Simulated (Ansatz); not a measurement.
Relaxation of the cluster Bi3⁺ with RKS B3LYP-D4/def2-SVP.

```sh
$ ansatz run in.yaml --threads 2 --pin off --events-out ev --progress --plain --max-ram 4352MiB
```

```yaml
crystal:
  periodic: [false, false, false]
  atoms:
    - {symbol: Bi, position_ang: [-1.073300, -0.213360, 1.255240]}
    - {symbol: Bi, position_ang: [1.543450, -0.614450, 0.113310]}
    - {symbol: Bi, position_ang: [-0.470150, 0.827810, -1.368550]}
basis:
  gaussian: {orbitals: def2-SVP}
total_charge: 1
hamiltonian: {xc: {name: B3LYP}, dispersion: d4}
scf: {omitted_lower_state_checks: [starts]}
output: {orbitals: {seedname: orbitals}}
relax: {f_tol: 0.02, max_steps: 100}
```

It took 6.5 s on 2 threads of Intel Xeon 6975P-C on a shared host.

Positions (Å) and forces (eV/Å) at steps 1, 2, 3 of 3:

```xyz
3
step=1 energy=-17523.5105 eV
Bi   -1.073   -0.213    1.255   -0.334   -0.057    0.370
Bi    1.543   -0.614    0.113    0.469   -0.181    0.021
Bi   -0.470    0.828   -1.369   -0.136    0.237   -0.391
3
step=2 energy=-17523.5034 eV rejected
Bi   -1.105   -0.218    1.289    0.368    0.065   -0.413
Bi    1.588   -0.631    0.114   -0.520    0.201   -0.027
Bi   -0.482    0.849   -1.404    0.152   -0.266    0.439
3
step=3 energy=-17523.5251 eV
Bi   -1.087   -0.215    1.270   -0.007   -0.001    0.008
Bi    1.562   -0.622    0.114    0.011   -0.004    0.001
Bi   -0.475    0.837   -1.384   -0.003    0.006   -0.009
```

In the def2 sets Bi takes a core potential; there is no spin–orbit coupling. The structure comes from a short search, and lower isomers may exist.
